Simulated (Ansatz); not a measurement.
System: C₅H₉, net charge 0, doublet state. It need not be the lowest isomer of its formula. SMILES: C[CH]/C=C\C
Structure (B3LYP-D3(BJ)/def2-TZVP (Ansatz, a first-principles code) minimum search):
```xyz
14

C      2.1259     0.2158    -0.5299
C      1.2731     0.3735     0.6867
C     -0.0964     0.1576     0.7120
C     -0.8787    -0.2288    -0.3550
C     -2.3504    -0.4479    -0.2765
H      1.7882     0.8618    -1.3475
H      3.1663     0.4618    -0.3209
H      2.0976    -0.8104    -0.9134
H      1.7569     0.6733     1.6077
H     -0.5993     0.3074     1.6644
H     -0.4102    -0.3880    -1.3206
H     -2.8914     0.2093    -0.9664
H     -2.6193    -1.4724    -0.5571
H     -2.7295    -0.2643     0.7300
```
Charge 0, spin multiplicity 2.

Parts of the frozen-core correlation energy in cc-pwCVTZ (Ansatz, hartree). Frozen orbitals: 5; correlated occupied orbitals by spin: 15 and 14; virtual: 321 and 322. UHF or UKS for open shells. Spin-orbit coupling is left out. Non-relativistic.

```tsv
term	value
reference (HF)	-194.61312
MP2 opposite-spin	-0.63281
MP2 same-spin	-0.18491
CCSD correlation	-0.87869
(T)	-0.03733
T1 diagnostic	0.023
largest doubles amplitude	0.070
<S^2> of the reference	0.947
```
